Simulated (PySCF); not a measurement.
# Absolute configuration from chiroptical data

The calculation used TDDFT B3LYP/def2-SVPD circular dichroism and optical rotation, one conformer, gas phase in PySCF. Geometry: GFN2-xTB.

States above about 7.8 eV lie in this functional's continuum (it starts at minus the energy of the highest occupied orbital, well below the true ionisation energy for most functionals) and depend on the basis.

Values for one enantiomer of C₄H₈OSi₂, R in 10⁻⁴⁰ esu² cm² (velocity form):
```tsv
λ (nm)	f	R
225	0.017	-25.1
220	0.014	-41.7
210	0.018	+8.8
200	0.029	-14.1
197	0.002	+2.8
190	0.018	+1.3
185	0.015	-18.5
181	0.062	+3.8
172	0.004	-9.4
170	0.004	-6.0
170	0.012	-10.4
166	0.132	+10.9
163	0.044	-15.1
161	0.009	-13.9
161	0.007	+2.0
159	0.021	-7.6
```

[α] at 589.3 nm: -235 deg dm⁻¹ (g/mL)⁻¹ (origin-invariant length gauge).

Question: Which structure gives these signs?
A. C#C[Si@H]1OC[C@@H]1[SiH3]
B. C#C[Si@@H]1OC[C@H]1[SiH3]

Answer: A. Its CIP labels in SMILES order are R, R; the other enantiomer gives every sign reversed.

Geometry of C#C[Si@H]1OC[C@@H]1[SiH3] as run:
```xyz
15

C     3.415   -1.438    0.363
C     2.494   -0.667    0.355
Si    1.057    0.499    0.339
O     0.805    1.238   -1.124
C    -0.444    0.611   -1.417
C    -0.623   -0.265   -0.171
Si   -2.181    0.077    0.839
H     4.228   -2.107    0.368
H     1.114    1.453    1.439
H    -0.358    0.052   -2.351
H    -1.203    1.387   -1.538
H    -0.553   -1.325   -0.417
H    -3.366   -0.281    0.051
H    -2.256    1.500    1.179
H    -2.134   -0.726    2.062
```
